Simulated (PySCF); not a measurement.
## Bond length, frequency and bond energy of LiSe by level of theory

State: ²Π (doublet), unpaired electrons π ↑. Set-up: basis Li pcseg-1, Se pcseg-1; no relativity; PySCF 2.14. De refers to Li + Se in their high-spin ground configurations, without counterpoise correction. The functionals are run spin-unrestricted. A positive dipole means Li(−)Se(+).

```csv
Level,Re (Å),ωe (cm⁻¹),De (eV),μ (D)
UHF,2.311,519,1.90,-7.44
UHF-MP2,2.313,514,2.58,n/a
UHF-SCS-MP2,2.315,512,2.55,n/a
UHF-CCSD,2.314,512,2.54,n/a
UHF-CCSD(T),2.316,510,2.57,n/a
PBE,2.291,508,2.95,-6.45
r²SCAN,2.299,510,2.99,-6.98
TPSSh,2.293,512,3.00,-6.82
r²SCANh,2.296,513,2.98,-7.03
B3LYP,2.283,516,2.94,-6.60
PBE0,2.284,519,2.90,-6.82
CAM-B3LYP,2.269,528,2.96,-6.74
```

(1) Which functional lies closest to UHF-CCSD(T) in De, which farthest, and by how much do they differ from it?

(2) What does the triples do here, going from UHF-CCSD to UHF-CCSD(T)?

(3) What does all correlation do here, going from UHF to UHF-CCSD(T)?

Correlated steps freeze 9 core orbitals. Correlated levels converge slowly with the basis: in double zeta they bind strong bonds too weakly, by up to about 1 eV, and carry superposition errors of some tenths. Spin–orbit coupling is left out. The state was picked by a PBE0 search and need not be the measured ground state.

Results:

(1) Closest is PBE0 (-3.2 pm in Re, +1.8 % in ωe, +0.33 eV in De against UHF-CCSD(T) in the same basis), farthest TPSSh (-2.3 pm in Re, +0.4 % in ωe, +0.43 eV in De). CCSD(T) converges more slowly with the basis than the functionals do and binds too weakly in this one, so the order can change at the basis-set limit.

(2) UHF-CCSD(T) less UHF-CCSD: +0.2 pm in Re, -0.4 % in ωe, +0.03 eV in De. Correlation nearly always deepens the well. The bond lengthens, as in strong covalent bonds, where excitations into antibonding orbitals dominate.

(3) UHF-CCSD(T) less UHF: +0.5 pm in Re, -1.7 % in ωe, +0.67 eV in De. Correlation nearly always deepens the well. The bond lengthens, as in strong covalent bonds, where excitations into antibonding orbitals dominate.
